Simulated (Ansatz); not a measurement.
Molecule: SiHCl2, charge 0, multiplicity 2. SMILES: Cl[SiH]Cl
Structure (B3LYP-D3(BJ)/def2-TZVP (Ansatz, an electronic-structure program) minimum search):
```xyz
4

Cl    -0.0444    -1.6964     0.3495
Si    -0.5203     0.0665    -0.6084
Cl     0.4756     1.6440     0.2700
H     -0.0476    -0.0405    -2.0131
```
Charge 0, spin multiplicity 2.

Wanted: enthalpy of formation at 298 K, in kcal/mol. Conventions: no spin-orbit coupling; frozen cores in correlated levels; 6-311+G** with 5d, 6d on Na to Ar in Ansatz; non-relativistic; UHF or UKS for open shells; LANL2DZ with its own core potentials from Na on; 6-31G* and kin with 6d, 5d where marked. Basis-set limits of correlation are two-point, X^-3; Hartree-Fock from the larger set. The bracket is a focal-point correction in the basis named. Ab initio and DFT rows: single points at B3LYP-D3(BJ) geometries (Ansatz), with unscaled harmonic terms from B3LYP/6-31G* (Ansatz) at its own minima, enthalpies of formation by atomisation with measured atoms.

Coupled cluster (Ansatz) is a level with limits of its own, used here on species with T1 under 0.025 (0.045 for open shells) and stable references: RI-MP2/CBS(aug-cc-pV(T+d)Z,aug-cc-pV(Q+d)Z)+[CCSD(T)-MP2]/aug-cc-pV(T+d)Z.

Value to compare with, RI-MP2/CBS(aug-cc-pV(T+d)Z,aug-cc-pV(Q+d)Z)+[CCSD(T)-MP2]/aug-cc-pV(T+d)Z (Ansatz): -38.3 kcal/mol.

```
level          program  enthalpy of formation at 298 K (kcal/mol)  difference
-------------  -------  -----------------------------------------  ----------
MP2/STO-3G      Ansatz                                      -40.3        -2.0
MP2/3-21G       Ansatz                                       51.8        90.1
MP2/LANL2DZ     Ansatz                                       52.0        90.3
MP2/6-31G*      Ansatz                                       -7.2        31.1
MP2/6-311+G**   Ansatz                                      -14.6        23.7
```

4 of the 5 habitual levels lie above RI-MP2/CBS(aug-cc-pV(T+d)Z,aug-cc-pV(Q+d)Z)+[CCSD(T)-MP2]/aug-cc-pV(T+d)Z (Ansatz); their mean absolute difference is 47.4 kcal/mol, the median 31.1.

The sets are all those run for this method; left out are runs that failed, that the program found above a lower state of the same kind, or whose <S^2> lies over 0.5 above the pure value.
